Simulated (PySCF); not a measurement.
Bonding in `CO[C@H](F)C(=O)O`

C₃H₅FO₃.
Atom-mapped SMILES: `[CH3:1][O:2][C@H:3]([F:4])[C:5](=[O:6])[OH:7]` (hydrogens: H8, H9, H10 on C1; H11 on C3; H12 on O7)

Cartesian coordinates in Å at the GFN2-xTB level; atoms count from 1:
```xyz
12
C3H5FO3 angstrom
C     -1.7642    0.8811    0.0398
O     -0.4798    0.5096    0.5179
C      0.0903   -0.5319   -0.1578
F     -0.6028   -1.7029    0.0619
C      1.5348   -0.7003    0.3417
O      1.9432   -1.6073    0.9988
O      2.2731    0.3214   -0.0802
H     -2.4749    0.0594    0.1547
H     -2.0741    1.7263    0.6487
H     -1.7125    1.1769   -1.0131
H      0.0871   -0.3878   -1.2559
H      3.1808    0.2549    0.2614
```

Bond orders from the PBE0/pcSseg-1 density (PySCF). Isolated species at its GFN2-xTB geometry (one conformer only).

Problem. Where do the orders between heavy atoms depart from those drawn in the SMILES?

Solution. The largest departure is 0.153, at C5–O7 (drawn single, 1.153). Drawn single, order above 1.12: C5–O7 (1.153). Drawn single, order below 0.88: C3–C5 (0.872).

Problem. Give the Mayer order of every bond between heavy atoms, beside its length.

Solution. 
| bond | drawn as | length (Å) | Mayer order |
| --- | --- | --- | --- |
| C1–O2 | single | 1.420 | 0.886 |
| O2–C3 | single | 1.366 | 1.039 |
| C3–F4 | single | 1.378 | 0.930 |
| C3–C5 | single | 1.538 | 0.872 |
| C5–O6 | double | 1.192 | 2.028 |
| C5–O7 | single | 1.329 | 1.153 |

Bonds between the same two heavy elements. C–O: lowest C1–O2 (0.886, 1.420 Å), highest C5–O6 (2.028, 1.192 Å).

Problem. And the bonds to hydrogen?

Solution. C–H: 0.93 to 0.97 (4 bonds); H–O: 0.92 (1 bond).

Problem. Sum the orders of all bonds at each heavy atom with more than one neighbour and set the sums beside the valence in the SMILES.

Solution. C1 3.780 (drawn 4), O2 1.925 (drawn 2), C3 3.768 (drawn 4), C5 4.053 (drawn 4), O7 2.074 (drawn 2). Orders between atoms that aren't bonded are not in these sums.

Mayer orders depend on the basis set.

The run behind these numbers computed NMR shieldings as well. The run took 13 s on one thread, Arm Neoverse V1 (aarch64) (shared host), and the process peaked at 0.70 GiB of memory.
